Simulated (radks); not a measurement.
Spherical quantum dot in the effective-mass picture: electrons in a hard-walled sphere of radius 7.33, with a point charge +1 (a donor) at the centre, all in effective atomic units (hartree* = m*/eps^2 hartree, bohr* = eps/m* bohr), one dielectric constant everywhere. Calculated with a radial shooting solver with Libxc functionals: non-relativistic Kohn-Sham, exchange-only LDA, spin-polarised, spherical densities. Levels are named by radial order and angular momentum (1s, 1p, 1d, 2s, ...), and open shells are averaged over m.

N = 11, configuration 1s2 1p6 1d(up 2, down 0) 2s(up 1, down 0). This is the lowest configuration that the search found. Occupied and some empty levels:

level,occupation,eigenvalue (hartree*),<r> (bohr*)
1s up,1,1.7455,3.863
1s down,1,1.7947,4.710
1p up,3,1.8192,5.077
1p down,3,1.8497,5.079
2s up,1,1.8690,2.892
1d up,2,1.9052,5.263
1d down,0,1.9356,5.257
1f up,0,2.0216,5.405
2s down,0,2.0252,2.599
1f down,0,2.0523,5.401
1g up,0,2.1663,5.523
1g down,0,2.1972,5.522
2p up,0,2.2363,3.615
2p down,0,2.2828,3.769

Energy (hartree*): total 9.45848, kinetic 2.9399, external -3.0535, Hartree 11.366, exchange-correlation -1.7938.
